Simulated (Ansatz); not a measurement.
HGe(SiH3)3 (Si3GeH10). Total charge 0; triplet. Geometry r2SCAN-D4/def2-SVP, that of the neutral singlet; atoms count from 1.

```
atom   x (Å)   y (Å)   z (Å)
 Ge1   0.329   0.564   0.201
 Si2  -1.078  -0.200   1.964
 Si3   1.917  -1.126  -0.342
 Si4  -0.993   1.064  -1.716
  H5   1.074   1.836   0.655
  H6  -1.803  -1.426   1.510
  H7  -2.083   0.845   2.328
  H8  -0.272  -0.540   3.176
  H9   1.186  -2.361  -0.763
 H10   2.797  -0.684  -1.465
 H11   2.769  -1.453   0.842
 H12  -2.008   2.115  -1.400
 H13  -0.132   1.543  -2.840
 H14  -1.705  -0.177  -2.150
```

At PBE0-D4/def2-TZVP a singlet of charge 0 lies 5.85 eV below the triplet at the same geometry.

Q: Estimate the Mulliken populations from the PBE0/def2-TZVP orbitals of Ansatz.

A: 
```tsv
atom	charge (e)	spin (α − β)
Ge1	0.05	0.60
Si2	0.00	-0.03
Si3	-0.08	0.58
Si4	-0.08	0.58
H5	0.05	-0.02
H6	0.00	0.01
H7	0.01	0.01
H8	0.01	0.01
H9	0.02	-0.01
H10	0.02	-0.01
H11	-0.01	0.15
H12	-0.01	0.15
H13	0.02	-0.01
H14	0.02	-0.01
```
Mulliken values depend strongly on the basis.

Q: Where does the spin sit?

A: Summed by element: Ge 0.60, Si 1.14, H 0.26, of 2 unpaired in all. Largest on single atoms: Ge1 0.60, Si4 0.58, Si3 0.58.

Q: And the Mayer bond orders between heavy atoms (over 0.3)?

A: Ge1–Si2 0.96 (2.38 Å); Ge1–Si3 0.76 (2.38 Å); Ge1–Si4 0.76 (2.38 Å).
